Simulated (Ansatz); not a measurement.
C$_{3}$H$_{6}$Cl (SMILES [CH2]CCCl), doublet, geometry from GFN2-xTB; MP2/3-21G (Ansatz, a first-principles code).

Here is a job for Ansatz.
Ansatz 0.2 input:
```yaml
crystal:
  periodic: [false, false, false]
  atoms:
    - {symbol: C, position_ang: [1.01004519, -0.59141257, 0.01804838]}
    - {symbol: C, position_ang: [2.39623104, -0.09879675, -0.00017113]}
    - {symbol: C, position_ang: [0.02437817, 0.59306770, -0.01533662]}
    - {symbol: H, position_ang: [0.81435877, -1.16953832, 0.92361527]}
    - {symbol: H, position_ang: [0.80953602, -1.21837179, -0.85418657]}
    - {symbol: Cl, position_ang: [-1.66354710, 0.01486371, -0.00038923]}
    - {symbol: H, position_ang: [2.86745217, 0.16131528, -0.92770128]}
    - {symbol: H, position_ang: [2.89985337, 0.14732831, 0.91380985]}
    - {symbol: H, position_ang: [0.15203642, 1.22921107, 0.85976434]}
    - {symbol: H, position_ang: [0.15313749, 1.18022195, -0.92392847]}
basis:
  gaussian:
    orbitals: 3-21G.json
    fitting: {mean_field: cc-pVTZ-JKFIT, correlation: cc-pVTZ-RIFIT}
magnetization: {spin_polarized: true, initial_magnetization: 1}
correlation: {method: mp2}
```
The basis file holds 3-21G in the JSON format of the Basis Set Exchange.

Problem. Predict the main parts of the log of this Ansatz run.

Solution. 
```
Functional definition: HF
538 factors; integrals over basis functions are off by at most 1.8e-3 eV
545 factors; integrals over basis functions are off by at most 1.5e-1 eV
mean field evaluation 1: about -15609.5650 eV, gradient 1.4e1 eV
mean field evaluation 2: about -15610.9070 eV, gradient 4.6e0 eV
mean field evaluation 4: about -15611.0932 eV, gradient 6.4e-1 eV
mean field -15611.10132888 eV, -573.6973922520 hartree, gradient 1.2e-6 eV, S^2 0.763172; 0 other end points of the search recorded, 0 dependent functions left out
8 core orbitals not correlated
reference -15611.10132888 eV, -573.6973922520 hartree; 13, 12 occupied and 31, 32 virtual orbitals, 545 factors
second order -8.07585974 eV of doubles, -0.00000000 eV of singles
Total energy: -15619.17718862 eV, -573.9941746234 hartree
```
